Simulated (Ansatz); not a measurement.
Reaction (formal loss of a carbene): `[CH3][In]([F])[SiH3]` → `[CH2]` (triplet) + `[F][InH][SiH3]`

Program: Ansatz. Geometries: PBE0-D4/def2-TZVP. ΔE: electronic, gas phase. CBS: MP2 limit from def2 TZ/QZ plus the TZ coupled-cluster correction, frozen cores. This one scheme is used for every species. DFT in def2-TZVPP. HSE06 is defined as in plane-wave codes. Triplets are unrestricted, without spin–orbit coupling. def2 core potentials past Kr. For In outer-core shells are correlated without core-valence functions, which leaves a few kJ/mol of doubt a bond.

| level | ΔE (eV) | difference from CCSD(T)/CBS |
| --- | --- | --- |
| LDA (SPW92) | 5.52 | 0.65 |
| PBE-D4 | 4.89 | 0.02 |
| revPBE-D4 | 4.73 | -0.14 |
| r2SCAN-D4 | 4.60 | -0.27 |
| HSE06-D4 | 4.79 | -0.08 |
| B2PLYP | 4.76 | -0.11 |
| PBE0 | 4.74 | -0.13 |
| RPA@PBE/def2-TZVPP | 4.65 | -0.22 |
| CCSD(T)/def2-SVP | 4.57 | -0.30 |
| CCSD(T)/def2-TZVPP | 4.74 | -0.13 |
| CCSD(T)/CBS | 4.87 | 0 |

Largest T1 diagnostic among the species: 0.016.

Leaving LDA and LC-ωPBE aside and taking each functional with its dispersion term where it has one, the values, not all of them listed here, spread over 0.36 eV, from r2SCAN0-D4 to ωB97X-V. LDA lies +0.68 eV from PBE without D4. From PBE to PBE0 (25 % exact exchange), in def2-TZVPP and without D4, ΔE moves by −0.10 eV.
